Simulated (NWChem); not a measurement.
System: NH₃SeO; SMILES [Se](O)N

NWChem input:

```
start job
memory heap 200 mb stack 900 mb global 1100 mb
geometry units angstroms noautosym nocenter noautoz
  Se     0.412492    -0.008641    -0.033713
  O     -0.642974    -1.524300    -0.107764
  H     -0.800733    -1.779818     0.817239
  N     -0.742401     1.413436     0.008357
  H     -1.314000     1.461393     0.846885
  H     -1.314702     1.490786    -0.827754
end
basis spherical
  * library pcsseg-1
end
dft
  xc slater vwn_5
  iterations 150
end
property
  shielding
end
task dft property
```

Structure relaxed at the B3LYP/6-31G* (spherical d) level.

GIAO values for the isolated, static molecule; σ is the absolute isotropic shielding, δ = σ(reference) − σ with the isolated reference molecule computed at the same levels (1H: tetramethylsilane, 15N: ammonia, 17O: water). Spin-orbit effects, on the heavy nuclei and on their neighbours, are missing.

Atoms are numbered as in the input.

Q: Give the results of this calculation. (LDA (Slater exchange, VWN5)/pcSseg-1, GIAO.) Quantities: σ Se1 (ppm); δ O2 (ppm); δ H3 (ppm); δ N4 (ppm); δ H5 (ppm); δ H6 (ppm).

A: 
```yaml
"σ Se1 (ppm)": -41.0
"δ O2 (ppm)": 107.0
"δ H3 (ppm)": 4.50
"δ N4 (ppm)": 106.4
"δ H5 (ppm)": 4.05
"δ H6 (ppm)": 4.34
```
